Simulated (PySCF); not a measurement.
C3H10NOSi (doublet state).
Z-matrix (Å and degrees, GFN2-xTB geometry), rows numbered from 1:
```
C 
C   1  1.5266
Si  2  1.9172  1  112.13
O   3  1.6325  2  112.55  1   -58.14
N   3  1.7378  2  106.95  1    57.50
C   5  1.4404  3  124.11  2    56.93
H   1  1.0898  2  110.53  3  -178.01
H   1  1.0885  2  110.69  3    62.28
H   1  1.0877  2  110.74  3   -58.04
H   2  1.0901  1  109.26  3  -121.74
H   2  1.0899  1  109.28  3   122.06
H   4  0.9598  3  120.42  2    68.71
H   5  1.0109  3  116.53  2  -156.93
H   6  1.0873  5  109.04  3   -34.22
H   6  1.0961  5  112.75  3    85.99
H   6  1.0931  5  110.03  3  -153.13
```

The hyperfine couplings belong to this conformer and change with its torsions.

The species is `CC[Si](O)NC` [radical].

Method: UKS B3LYP, pcH-1 on C H N O Si, non-relativistic, mean-field spin-orbit, GIAO in PySCF 2.14.0. Isolated species at its GFN2-xTB geometry (one conformer only). The geometry wasn't refined by DFT: couplings that depend on bond lengths, twists or pyramidal angles can differ widely from those at the functional's own minimum, by a factor of two or more for some ions and for spin on atoms past the first row. No stability test was run, so a lower SCF solution isn't excluded.

Principal values of hyperfine tensors in MHz (contact, dipolar and spin–orbit terms together), for some of the nuclei:

| atom | isotope | A1 | A2 | A3 |
| --- | --- | --- | --- | --- |
| Si3 | 29Si | -775.42 | -582.96 | -580.26 |
| C2 | 13C | 92.16 | 92.62 | 123.41 |
| O4 | 17O | -105.68 | -98.54 | -97.43 |
| H12 | 1H | 47.60 | 48.34 | 55.01 |
| H7 | 1H | 14.00 | 15.81 | 18.80 |
| N5 | 14N | 2.17 | 2.41 | 26.90 |
| H15 | 1H | 7.44 | 8.57 | 13.97 |
| H16 | 1H | 7.92 | 8.58 | 13.04 |

Question: Split each tensor into its isotropic and traceless parts, and turn a_iso into mT with g = 2.0021.

Answer: a_iso is a third of the trace, T = A − a_iso, and a(mT) = a(MHz)/(g × 13.996). The tensors hold a spin–orbit part: the run splits a_iso into a_FC + a_SO, and T includes its anisotropic share.

```
atom  a_iso (MHz)     a_FC   a_SO  a_iso (mT)       T1      T2     T3
 Si3      -646.21  -647.03   0.82     -23.061  -129.21   63.25  65.95
  C2       102.73   102.73   0.00       3.666   -10.57  -10.11  20.68
  O4      -100.55  -100.53  -0.03      -3.588    -5.13    2.01   3.12
 H12        50.32    50.31   0.01       1.796    -2.72   -1.98   4.70
  H7        16.20    16.20   0.00       0.578    -2.20   -0.39   2.60
  N5        10.49    10.48   0.01       0.375    -8.33   -8.08  16.41
 H15         9.99     9.99   0.00       0.357    -2.55   -1.42   3.98
 H16         9.84     9.84   0.00       0.351    -1.93   -1.27   3.20
```

Question: What spin density at the nucleus of H15 lies behind its contact coupling (g_N = 5.58569)?

Answer: a_FC = (2μ0/3) gₑ μB g_N μN ρ(0)/(2S·h) = 800.24 MHz × g_N × ρ(0)/(2S), with ρ in bohr⁻³. With a_FC = 9.99 MHz and 2S = 1, ρ(0) = 0.002236 bohr⁻³. In magnitude that is 0.7 % of the 1/π = 0.318 of a free hydrogen atom.

Question: H13 (1H, g_N = 5.58569) isn't in the table. Its spin density at the nucleus is -0.00255 bohr⁻³. What is its contact coupling?

Answer: By the same relation, a_FC = -11.40 MHz. Its full tensor has the principal values -21.76, -14.79, 2.43 MHz.

Question: Which nucleus of the table has the largest anisotropic coupling, and what is its form?

Answer: Si3: -129.2, 63.3, 66.0 MHz (the dipolar term alone has -128.4, 63.0, 65.4), nearly axial, close to the ratio +1:+1:−2, the form that spin in one p orbital centred on that nucleus gives (the nuclear moment is negative).
